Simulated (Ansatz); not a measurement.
**Relaxing a trial structure of BBrH2O2**

The starting geometry of this gas-phase triplet was optimised with GFN2-xTB as a singlet; its bonds are those of `OB(O)Br`.

```xyz
6

B     0.3411   -0.8938   -1.6250
Br    0.2342   -2.7318   -1.2312
O    -0.3086   -0.4859   -2.7261
O     1.0556   -0.1464   -0.7701
H    -0.3015    0.4329   -2.9910
H     1.1553    0.7958   -0.8989
```

Q: Predict what becomes of its bonds when it is optimised with B3LYP-D3(BJ)/6-311G**.

A: It falls apart into BH2O2 + Br. Contacts that open: B1–Br2 (1.88 → 3.62 Å).

The energy falls by 3.20 eV over 32 steps:

| step | E − E(last) (eV) |
| --- | --- |
| 1 | 3.197 |
| 4 | 0.876 |
| 8 | 0.184 |
| 11 | 0.160 |
| 15 | 0.150 |
| 18 | 0.048 |
| 22 | 0.014 |
| 25 | 0.002 |
| 29 | 0.000 |
| 32 | 0.000 |

Final geometry (Å):

```yaml
atoms:
  - { symbol: B, position_ang: [0.8951, -0.5096, -2.4710] }
  - { symbol: Br, position_ang: [0.4674, -3.0450, 0.0711] }
  - { symbol: O, position_ang: [0.1823, 0.3073, -3.2616] }
  - { symbol: O, position_ang: [0.8676, -0.6097, -1.1156] }
  - { symbol: H, position_ang: [-0.4460, 0.9001, -2.8198] }
  - { symbol: H, position_ang: [0.2097, -0.0723, -0.6455] }
```

No frequencies were run, so the end isn't proven a minimum. Open shells are spin-unrestricted. The triplet needn't be the ground state. Run with Ansatz 0.2.0, 9.7 min on 2 threads of AMD EPYC (Zen 3) (shared host).
